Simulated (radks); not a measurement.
Question: Species: Pd3+. Configuration: [Kr] 4d7. Calculated with a radial shooting solver on a logarithmic mesh with Libxc functionals: scalar-relativistic Kohn-Sham, PBEsol, spin-polarised, spherical densities, point nucleus; open shells are filled with parallel spins first (spin-orbit coupling, left out, can overturn this in heavy ions). Some entries of the table are withheld. Estimate them.

| orbital | occ. | eigenvalue (eV) | <r> (bohr) | <1/r> (bohr^-1) |
|---|---|---|---|---|
| 1s up | 1 | -24194.04 | 0.03187 | 48.22 |
| 1s down | 1 | -24194.04 | 0.03187 | 48.22 |
| 2s up | 1 | -3568.559 | 0.1384 | 10.94 |
| 2s down | 1 | -3567.989 | 0.1384 | 10.94 |
| 2p up | 3 | -3204.240 | 0.1207 | 10.58 |
| 2p down | 3 | -3203.804 | 0.1207 | 10.58 |
| 3s up | 1 | -677.2299 | 0.3796 | 3.825 |
| 3s down | 1 | -676.9079 | 0.3795 | 3.825 |
| 3p up | 3 | -557.5497 | 0.3789 | 3.644 |
| 3p down | 3 | -557.1873 | 0.3788 | 3.644 |
| 3d up | 5 | -367.4066 | 0.3577 | (1) |
| 3d down | 5 | -366.8713 | 0.3576 | (2) |
| 4s up | 1 | -126.9724 | (3) | 1.466 |
| 4s down | 1 | -124.6526 | (4) | 1.471 |
| 4p up | 3 | (5) | 1.024 | 1.322 |
| 4p down | 3 | (6) | 1.023 | 1.325 |
| 4d up | 5 | -42.6541 | 1.300 | 1.018 |
| 4d down | 2 | -40.2745 | 1.311 | 1.014 |

Answer: 
(1) 3d up <1/r> (bohr^-1): 3.419
(2) 3d down <1/r> (bohr^-1): 3.419
(3) 4s up <r> (bohr): 0.9386
(4) 4s down <r> (bohr): 0.9369
(5) 4p up eigenvalue (eV): -92.4103
(6) 4p down eigenvalue (eV): -90.0073
